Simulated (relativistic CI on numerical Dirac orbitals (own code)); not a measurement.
Energy levels of Ce²⁵⁺

These numbers are calculated, not measured: Dirac-Coulomb-Breit CI, KLI orbitals optimised for each configuration, model QED, unscaled Slater integrals (own radial code, finite nucleus).

Configuration list (outside the closed core [Ar] 3d10): 4s²4p³, 4s4p⁴, 4s²4p²4d, 4p⁵, 4s4p³4d, 4s²4p²4f, 4s4p³4f, 4p⁴4d, 4s4p²4d², 4s²4p4d4f, 4p⁴4f, 4s²4p²5s, 4p⁴5s, 4s²4p²5p, 4p³4d4f, 4s4p²4d5s, 4s4p²4f², 4s4p³5s, 4s²4p²5d, 4s²4p4f5s, 4s4p³5p, 4s²4p²5f, 4s²4p²5g, 4s4p³5d, 4s²4p²6s, 4p³4f5s, 4s²4p²6p, 4s²4p4d², 4s²4d³, 4s4p4d³, 4s²4d²4f, 4s4p4d²4f, 4s²4d²5s, 4p³4d², 4p²4d³, 4p²4d²4f, 4p²4d²5s, 4s²4p4f², 4s²4d4f², 4s4p4d4f², 4s²4f³, 4s4p4f³, 4s²4f²5s, 4p³4f², 4p²4d4f², 4p²4f³, 4p²4f²5s, 4s4p²4d4f, 4s4p4d4f5s, 4s²4p4d5s, 4s4p4d²5s, 4s²4d4f5s, 4s²4d5s², 4p³4d5s, 4p²4d4f5s, 4p²4d5s², 4s4p²4f5s, 4s4p4f²5s, 4s4p4f5s², 4s²4p5s², 4s4p4d5s², 4s²4f5s². Double excitations out of closed p, d and f shells are left out; levels of such configurations are missing from the list, as are those of other unlisted configurations, and high levels can miss mixing partners. These lack a partner that the ground configuration has and come out too high: 4s²4p²5p, 4s²4p²5d, 4s4p³5p, 4s²4p²5f, 4s²4p²5g.

The lowest level is 4s²4p³ ²P°3/2, with 40 % of that term; Hund's rules for 4s²4p³ give ⁴S° with J = 3/2, of which the calculation keeps J, while another term leads.

```
No.  Configuration  Term    J  E (cm⁻¹)   %  Next component (%)    jj configuration (%)
  1         4s²4p³   ²P°  3/2         0  40              36 ⁴S°              4p3/2 (96)
  2         4s²4p³   ⁴S°  3/2    168416  49              48 ²D°      4p1/2 4p3/2^2 (96)
  3         4s²4p³   ²D°  5/2    198753  98       1 4s4p³4d ²D°      4p1/2 4p3/2^2 (98)
  4         4s²4p³   ²P°  1/2    237456  98      1 4s²4p4d² ²P°      4p1/2 4p3/2^2 (98)
  5         4s²4p³   ²P°  3/2    409230  56              28 ²D°            4p3/2^3 (97)
  6          4s4p⁴    ⁴P  5/2    639297  76               16 ²D         4s 4p3/2^2 (89)
  7          4s4p⁴    ⁴P  3/2    713518  33               27 ²D         4s 4p3/2^2 (66)
  8          4s4p⁴    ⁴P  1/2    723997  49               41 ²S         4s 4p3/2^2 (81)
  9       4s²4p²4d    ⁴F  3/2    806264  37         24 4s4p⁴ ⁴P      4p1/2^2 4d3/2 (68)
 10          4s4p⁴    ²D  3/2    843974  35               32 ⁴P   4s 4p1/2 4p3/2^3 (62)
 11       4s²4p²4d    ⁴F  5/2    865866  31               20 ⁴D      4p1/2^2 4d5/2 (68)
 12          4s4p⁴    ²D  5/2    877111  59      13 4s²4p²4d ²D   4s 4p1/2 4p3/2^3 (66)
 13          4s4p⁴    ²P  1/2    918128  33               19 ⁴P   4s 4p1/2 4p3/2^3 (52)
 14          4s4p⁴    ²P  3/2    924116  29      28 4s²4p²4d ²P  4p1/2 4p3/2 4d3/2 (44)
 15       4s²4p²4d    ²F  5/2    962337  56               38 ⁴F  4p1/2 4p3/2 4d3/2 (89)
 16       4s²4p²4d    ⁴D  1/2    981835  72          8 4s4p⁴ ⁴P  4p1/2 4p3/2 4d3/2 (69)
 17       4s²4p²4d    ⁴F  7/2    985108  44               30 ²G  4p1/2 4p3/2 4d3/2 (81)
 18       4s²4p²4d    ⁴D  7/2   1000023  49               26 ⁴F  4p1/2 4p3/2 4d5/2 (94)
 19       4s²4p²4d    ⁴D  3/2   1001643  40         22 4s4p⁴ ²P  4p1/2 4p3/2 4d3/2 (49)
 20       4s²4p²4d    ⁴F  9/2   1030700  51               47 ²G  4p1/2 4p3/2 4d5/2 (95)
 21       4s²4p²4d    ²F  5/2   1046003  27               22 ⁴P  4p1/2 4p3/2 4d5/2 (73)
 22       4s²4p²4d    ²P  3/2   1058552  36               22 ⁴D  4p1/2 4p3/2 4d5/2 (52)
 23       4s²4p²4d    ⁴P  5/2   1086121  31               27 ²D  4p1/2 4p3/2 4d3/2 (45)
 24       4s²4p²4d    ⁴P  1/2   1092898  44               26 ²S  4p1/2 4p3/2 4d3/2 (79)
 25       4s²4p²4d    ²G  7/2   1094439  50               22 ²F  4p1/2 4p3/2 4d5/2 (65)
 26       4s²4p²4d    ⁴P  3/2   1095618  41               40 ²P  4p1/2 4p3/2 4d3/2 (51)
 27       4s²4p²4d    ²P  1/2   1113717  31         26 4s4p⁴ ²S         4s 4p3/2^4 (56)
 28       4s²4p²4d    ²D  3/2   1129697  73                8 ⁴F  4p1/2 4p3/2 4d5/2 (68)
 29       4s²4p²4d    ²D  5/2   1140549  56               32 ²F  4p1/2 4p3/2 4d5/2 (60)
 30       4s²4p²4d    ²P  1/2   1169541  48               26 ²S  4p1/2 4p3/2 4d5/2 (66)
```

Energies count from the lowest computed level; ° marks odd parity. Filled j subshells are mostly left out of the jj labels.

The mean weight of the leading LS term, summed over parents, in these 30 levels is 49 %, and that of the leading jj configuration (from the same eigenvectors) 72 %, so jj coupling describes them better and the LS labels are nominal.

At this charge energies of transitions that change n are usually good to better than 1 %, and those within a shell (Δn = 0) to a few per cent.

LS names give the leading component of a level, which can be under half, so a name can repeat, a term be missing and a line seem to break the LS rules.
